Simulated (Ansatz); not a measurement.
System (SMILES): [GeH] (GeH), doublet.
Atoms: Ge1, H2. Bonds: Ge1-H2.

Basis-set convergence of the highest harmonic wavenumber at CCSD(T) with Ansatz (an electronic-structure program). Each level at its own minimum, finite differences of forces, unscaled; the reference is a large set that could be run, not a limit. All functions are spherical. Cores are frozen (with 3d on Ga to Br). Open shells are unrestricted. No added dispersion term, no relativity. Reference: the value in pcseg-3, 1895 cm⁻¹, itself unsure by roughly 7 cm⁻¹ (its mean distance from def2-QZVPP, cc-pVQZ, aug-pcseg-2). Deviations are taken from unrounded values.

```
basis        functions  highest harmonic wavenumber (cm⁻¹)  minus reference (cm⁻¹)
-----------  ---------  ----------------------------------  ----------------------
pcseg-0             24                                1582                    -313
pcseg-1             32                                1889                      -6
aug-pcseg-1         45                                1873                     -22
pcseg-2             57                                1899                       4
aug-pcseg-2         82                                1900                       5
pcseg-3            101                                1895                       0
```

The smallest set listed that lies within 50 cm⁻¹ of the reference with all its larger relatives (same family, alike in diffuse functions; a set with none counts only in the reference's own line) is pcseg-1 (32 functions, -6 cm⁻¹ off).
